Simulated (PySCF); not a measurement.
Al(Me)(F)2 (CH3AlF2), SMILES [CH3][Al]([F])[F].

Coordinates come from a B3LYP-D3(BJ)/def2-SVP optimisation. The isomer is the one that the SMILES or the coordinates give; other isomers of the formula were not compared.

Level of theory: TDA-PBE/def2-SVPD (PySCF).

Vertical excitations. Isolated molecule, no solvent.

Computed lowest excited states:
```json
[
 {"state": "S1", "energy (eV)": "6.96", "λ (nm)": "178", "f": "0.198", "main pairs": "HOMO→LUMO 95 %"},
 {"state": "S2", "energy (eV)": "7.19", "λ (nm)": "172", "f": "0.048", "main pairs": "HOMO→LUMO+1 97 %"},
 {"state": "S3", "energy (eV)": "7.68", "λ (nm)": "161", "f": "0.006", "main pairs": "HOMO−1→LUMO 99 %"},
 {"state": "S4", "energy (eV)": "7.97", "λ (nm)": "156", "f": "0.000", "main pairs": "HOMO−2→LUMO 100 %"},
 {"state": "S5", "energy (eV)": "8.11", "λ (nm)": "153", "f": "0.000", "main pairs": "HOMO−1→LUMO+1 100 %"},
 {"state": "S6", "energy (eV)": "8.32", "λ (nm)": "149", "f": "0.020", "main pairs": "HOMO−3→LUMO 98 %"},
 {"state": "S7", "energy (eV)": "8.39", "λ (nm)": "148", "f": "0.001", "main pairs": "HOMO−4→LUMO 99 %"},
 {"state": "S8", "energy (eV)": "8.59", "λ (nm)": "144", "f": "0.023", "main pairs": "HOMO−5→LUMO 76 %, HOMO−2→LUMO+1 23 %"},
 {"state": "S9", "energy (eV)": "8.72", "λ (nm)": "142", "f": "0.001", "main pairs": "HOMO→LUMO+2 88 %"},
 {"state": "S10", "energy (eV)": "8.78", "λ (nm)": "141", "f": "0.078", "main pairs": "HOMO−6→LUMO 80 %, HOMO−4→LUMO+1 19 %"},
 {"state": "T1", "energy (eV)": "6.15", "λ (nm)": "202", "f": "0", "main pairs": "HOMO→LUMO 99 %"},
 {"state": "T2", "energy (eV)": "6.54", "λ (nm)": "190", "f": "0", "main pairs": "HOMO→LUMO+1 99 %"},
 {"state": "T3", "energy (eV)": "7.51", "λ (nm)": "165", "f": "0", "main pairs": "HOMO−1→LUMO 100 %"},
 {"state": "T4", "energy (eV)": "7.79", "λ (nm)": "159", "f": "0", "main pairs": "HOMO−2→LUMO 99 %"}
]
```
Triplets are in the Tamm–Dancoff approximation.
